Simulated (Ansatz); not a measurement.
`[OH][Ge]([F])([F])[Cl]` + `[NH2][Al]([F])[Br]` → `[NH2][Ge]([OH])([F])[Cl]` + `[F][Al]([F])[Br]`  (redistribution)

Computed with Ansatz on PBE0-D4/def2-TZVP structures; ΔE is electronic, products minus reactants. CCSD(T)/CBS adds triple-zeta CCSD(T) − MP2 to the extrapolated MP2 energy (def2 sets, frozen cores). DFT in def2-TZVPP. B3LYP here is the variant with VWN-RPA as its local correlation; programs differ in this. For Br, Ge outer-core shells are correlated without core-valence functions, which leaves a few kJ/mol of doubt a bond. Scalar relativity is left out up to krypton. One conformer a species, not always the lowest.

`[OH][Ge]([F])([F])[Cl]`:

Cartesian coordinates in Å:
```
O -1.220 -0.599 -0.406
Ge 0.281 0.045 0.179
F 1.459 0.073 -1.061
F 0.102 1.682 0.643
Cl 0.958 -1.096 1.795
H -1.580 -0.104 -1.149
```

`[NH2][Al]([F])[Br]`:

Cartesian coordinates in Å:
```
N 0.066 0.515 0.873
Al -0.173 -0.416 -0.585
F -1.554 -1.282 -0.781
Br 1.371 -0.453 -2.202
H -0.594 0.567 1.631
H 0.884 1.069 1.064
```

`[NH2][Ge]([OH])([F])[Cl]`:

Z-matrix (Å, degrees):
```
Ge
O 1 1.745
F 1 1.721 2 111.3
N 1 1.791 2 108.1 3 116.9
Cl 1 2.143 2 108.4 3 -113.8
H 2 0.961 1 112.6 3 85.0
H 4 1.010 1 115.2 2 57.4
H 4 1.010 1 115.2 2 -172.1
```

`[F][Al]([F])[Br]`:

Z-matrix (Å, degrees):
```
Al
F 1 1.631
Br 1 2.216 2 120.6
F 1 1.631 2 118.9 3 -180.0
```

Q: Is it downhill or uphill in electronic energy at CCSD(T)/CBS, and by how much? (Best estimate.)

A: The calculation gave: Downhill: ΔE = -51.1 kJ/mol.

Q: What do these levels give: B3LYP-D4, B3LYP, LC-ωPBE, CCSD/def2-TZVPP, MP2/def2-QZVPP, HF/CBS(def2)? (An estimate is asked.)

A: The calculation gave: B3LYP-D4 -45.1, B3LYP -43.2, LC-ωPBE -42.5, CCSD/def2-TZVPP -45.9, MP2/def2-QZVPP -51.4, HF/CBS(def2) -41.3 kJ/mol.

Largest T1 diagnostic among the species: 0.012.

At CCSD(T), def2-SVP lies +8.6 kJ/mol from the extrapolated value and def2-TZVPP +5.1 kJ/mol. Leaving LDA and LC-ωPBE aside and taking each functional with its dispersion term where it has one, the values, not all of them listed here, spread over 6.2 kJ/mol, from PBE-QIDH to B97M-V. In def2-TZVPP, CCSD(T) changes the Hartree–Fock value by −5.2 kJ/mol (the triples alone add −0.1 kJ/mol) and MP2 by −7.5 kJ/mol.
